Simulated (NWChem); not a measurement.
Program: NWChem. System: H₂AlI, charge 0, spin multiplicity 1, at a geometry optimised with B3LYP/def2-SVP with def2 effective core potentials on I. The structure started from a generated list of species. Level: G0W0@PBE/def2-TZVPP with def2 effective core potentials on I, RI basis def2-tzvpp-rifit, no spin-orbit coupling.

NWChem printed:

```
             Northwest Computational Chemistry Package (NWChem) 7.3.0
             --------------------------------------------------------

                                NWChem Input Module
                                -------------------

 Scaling coordinates for geometry "geometry" by  1.889725989
 (inverse scale =  0.529177249)

 Turning off AUTOSYM since
 SYMMETRY directive was detected!

                             Geometry "geometry" -> ""
                             -------------------------

 Output coordinates in angstroms (scale by  1.889725989 to convert to a.u.)

  No.       Tag          Charge          X              Y              Z
 ---- ---------------- ---------- -------------- -------------- --------------
    1 Al                  13.0000     0.00000000     0.00000000     1.91857300
    2 H                    1.0000    -1.39416300     0.00000000     2.65555000
    3 H                    1.0000     1.39416300     0.00000000     2.65555000
    4 I                   53.0000     0.00000000     0.00000000    -0.57080300

 Effective nuclear repulsion energy (a.u.)     171.3376996272

            Nuclear Dipole moment (a.u.)
            ----------------------------
        X                 Y               Z
 ---------------- ---------------- ----------------
     0.0000000000     0.0000000000    -0.0000188973

      Symmetry information
      --------------------

 Group name             C2v
 Group number             16
 Group order               4
 No. of unique centers     3

      Symmetry unique atoms

     1    2    4


 Summary of "ao basis" -> "" (spherical)
 ------------------------------------------------------------------------------
       Tag                 Description            Shells   Functions and Types
 ---------------- ------------------------------  ------  ---------------------
 *                         def2-tzvpp                 on all atoms

 Summary of "ri basis" -> "" (spherical)
 ------------------------------------------------------------------------------
       Tag                 Description            Shells   Functions and Types
 ---------------- ------------------------------  ------  ---------------------
 *                      def2-tzvpp-rifit              on all atoms

  pbe96 is a nonlocal functional; adding pw91lda local functional.

                                 NWChem DFT Module
                                 -----------------

 Summary of "ao basis" -> "ao basis" (spherical)
[...]
    20      1.144020  1 Al pz                45     -0.781552  2 H  s
    59     -0.781552  3 H  s                  5      0.733307  1 Al s
    76      0.467123  4 I  s                  4      0.305489  1 Al s
    17      0.229790  1 Al pz                91      0.218411  4 I  pz
    35     -0.152322  1 Al d  2               3     -0.107037  1 Al s

 center of mass
 --------------
 x =   0.00000000 y =   0.00000000 z =  -0.18565924

 moments of inertia (a.u.)
 ------------------
         547.703456959717           0.000000000000           0.000000000000
           0.000000000000         561.694171638912           0.000000000000
           0.000000000000           0.000000000000          13.990714679195

     Multipole analysis of the density
     ---------------------------------

     L   x y z        total         alpha         beta         nuclear
     -   - - -        -----         -----         ----         -------
     0   0 0 0     -0.000000    -20.000000    -20.000000     40.000000

     1   1 0 0     -0.000000     -0.000000     -0.000000      0.000000
     1   0 1 0     -0.000000     -0.000000     -0.000000      0.000000
     1   0 0 1      0.351221    -14.925638    -14.925638     30.202496

     2   2 0 0    -32.892880    -23.387484    -23.387484     13.882087
     2   1 1 0     -0.000000     -0.000000     -0.000000      0.000000
     2   1 0 1     -0.000000     -0.000000     -0.000000      0.000000
     2   0 2 0    -28.817584    -14.408792    -14.408792      0.000000
     2   0 1 1      0.000000      0.000000      0.000000      0.000000
     2   0 0 2    -29.707734   -140.021963   -140.021963    250.336193

 Task  times  cpu:        9.7s     wall:        9.7s

                                NWChem Input Module
                                -------------------

                                 NWChem GW Module
                                 ----------------

                             ***********************
                             ***        GW       ***
                             ***********************

 Summary of "ri basis" -> "ri basis" (spherical)
 ------------------------------------------------------------------------------
       Tag                 Description            Shells   Functions and Types
 ---------------- ------------------------------  ------  ---------------------
 Al                     def2-tzvpp-rifit            33      123   11s8p7d5f2g
 H                      def2-tzvpp-rifit            10       30   4s3p2d1f
 I                      def2-tzvpp-rifit            38      184   9s8p8d6f4g3h

                 Memory Information
                 ------------------
          Available GA per process is          1699.9 MBs
          Available stack per process is        700.0 MBs
          Available heap per process is           0.0 MBs

          Peak memory in Initialization
              Peak GA per process is                  8.5 MBs
              Peak stack per process is               0.2 MBs
              Peak heap per process is                9.0 MBs
              Memory not in MA per process            0.0 MBs

          Peak memory in AFF Calculation
              Peak GA per process is                 43.4 MBs
              Peak stack per process is              30.5 MBs
              Peak heap per process is                0.0 MBs
              Memory not in MA per process           30.5 MBs

          Computing 2-center integrals
          Computing Inverse Cholesky factor
          Computing 3-center integrals
          Computing V_xc ...

          Computing Sigma_x
          Computing RPA polarizability
          Solving quasiparticle equations

                  Alpha Orbitals
          State     Energy (eV)     Error (eV)
          -----------------------------------
@GW        17        -10.958           0.002
@GW        18        -10.699           0.002
@GW        19         -9.573           0.002
@GW        20         -9.345           0.002
@GW        21         -0.339           0.005
@GW        22          1.252           0.002

   Applying  -2.7982 eV scissor-shift to rest of particle states

   Applying   2.3005 eV scissor-shift to rest of hole states

     GW Timing Statistics
   ------------------------
   Init.   :          0.1s
     ERIs  :          0.8s
     Distr.:          0.0s
     Vxc   :          0.1s
   Sigma_x :          0.0s
   RPA     :          1.5s
   Wmn     :          0.0s
   Sigma_c :          0.0s
   GW total:          2.7s

 Task  times  cpu:        2.7s     wall:        2.7s

 Total times  cpu:       12.4s     wall:       12.4s
```

Question: Write an NWChem input that would produce this output.

Answer: This is not unique; one that fits is 
```
start mol
memory heap 200 mb stack 700 mb global 1700 mb
geometry units angstroms nocenter noautoz
  Al     0.000000     0.000000     1.918573
  H     -1.394163     0.000000     2.655550
  H      1.394163     0.000000     2.655550
  I      0.000000     0.000000    -0.570803
  symmetry group C2v
end
basis spherical
  * library def2-tzvpp
end
ecp
  I library def2-ecp
end
basis "ri basis" bse spherical
  * library def2-tzvpp-rifit
end
dft
  xc xpbe96 cpbe96
  iterations 100
  direct
  tolerances tight
end
task dft energy
gw
  states alpha occ 4 vir 2
end
task dft gw
```
